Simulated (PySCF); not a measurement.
**Radial density of S⁺ (sulfur, charge +1)**

CAM-B3LYP, [Ne] 3s2 3p3, high-spin 4S determinant. Computed with PySCF 2.14 in aug-cc-pCVTZ-DK with one added diffuse shell each of s, p, d, f type (9s8p6d4f, 91 functions), with the spin-free X2C one-electron Hamiltonian (Gaussian nucleus).

```json
{"r (bohr)": "0.00210", "4πr²ρ (e/bohr)": "0.1633", "4πr²(ρα − ρβ)": "0.0000"}
{"r (bohr)": "0.00352", "4πr²ρ (e/bohr)": "0.4226", "4πr²(ρα − ρβ)": "0.0000"}
{"r (bohr)": "0.00593", "4πr²ρ (e/bohr)": "1.068", "4πr²(ρα − ρβ)": "-0.0001"}
{"r (bohr)": "0.00997", "4πr²ρ (e/bohr)": "2.578", "4πr²(ρα − ρβ)": "-0.0001"}
{"r (bohr)": "0.0168", "4πr²ρ (e/bohr)": "5.736", "4πr²(ρα − ρβ)": "0.0000"}
{"r (bohr)": "0.0282", "4πr²ρ (e/bohr)": "11.10", "4πr²(ρα − ρβ)": "0.0014"}
{"r (bohr)": "0.0474", "4πr²ρ (e/bohr)": "16.93", "4πr²(ρα − ρβ)": "0.0108"}
{"r (bohr)": "0.0798", "4πr²ρ (e/bohr)": "17.78", "4πr²(ρα − ρβ)": "0.0542"}
{"r (bohr)": "0.134", "4πr²ρ (e/bohr)": "12.84", "4πr²(ρα − ρβ)": "0.1920"}
{"r (bohr)": "0.226", "4πr²ρ (e/bohr)": "14.19", "4πr²(ρα − ρβ)": "0.3925"}
{"r (bohr)": "0.380", "4πr²ρ (e/bohr)": "17.27", "4πr²(ρα − ρβ)": "0.2562"}
{"r (bohr)": "0.639", "4πr²ρ (e/bohr)": "7.481", "4πr²(ρα − ρβ)": "0.0147"}
{"r (bohr)": "1.07", "4πr²ρ (e/bohr)": "2.972", "4πr²(ρα − ρβ)": "1.1818"}
{"r (bohr)": "1.81", "4πr²ρ (e/bohr)": "2.805", "4πr²(ρα − ρβ)": "1.6839"}
{"r (bohr)": "3.04", "4πr²ρ (e/bohr)": "0.5234", "4πr²(ρα − ρβ)": "0.3815"}
{"r (bohr)": "5.11", "4πr²ρ (e/bohr)": "0.01285", "4πr²(ρα − ρβ)": "0.0114"}
```

Densities and radii are taken from the X2C orbitals without a picture-change correction, which distorts them close to the nucleus.
